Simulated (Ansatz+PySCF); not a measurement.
Results of a calculation; reference values are marked as such.
Several solutions for singlet H₈

```xyz
8

H     0.0000    0.0000    0.0000
H     0.0000    0.0000    1.8000
H     0.0000    0.0000    3.6000
H     0.0000    0.0000    5.4000
H     0.0000    0.0000    7.2000
H     0.0000    0.0000    9.0000
H     0.0000    0.0000   10.8000
H     0.0000    0.0000   12.6000
```

Basis set: cc-pVDZ (spherical functions). Charge 0, multiplicity 1.

r²SCAN (unrestricted) was run from several starts with Ansatz (development build ahead of 0.2.0).

```
run  program                        start  converged  energy (hartree)  <S²>
  A   Ansatz      atomic start, no search        yes          -4.10406     –
  B   Ansatz      stability test followed        yes          -4.16148     –
  C   Ansatz  search for the lowest state        yes          -4.16148     –
```

Task: Which runs reached the lowest solution of this kind, and what is wrong with the others?

Result: B, C reached the lowest solution found. Converged but too high: A by 1.56 eV. Convergence only shows a stationary point, and even a stable one can lie too high; stability tests and further starts are what find lower ones. Caution: the unrestricted determinant is spin contaminated.
